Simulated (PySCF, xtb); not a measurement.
C2H6FInO, SMILES C[CH2][In]([OH])[F].

GFN2-xTB run with xtb at its own geometry gives an orbital gap of 3.06 eV and a dipole moment of 7.30 D.

Geometry optimised at r2SCAN-D4/def2-SVP. The def2 effective core potentials stand for the cores of In; spin–orbit coupling is left out. The values are those of a single conformer.

Q: What does PBE/def2-TZVP (PySCF) give? (The exact figures need the calculation; the answer reports its results.)

A: gap 4.46 eV (levels -6.77 and -2.30 eV), dipole 5.19 D.
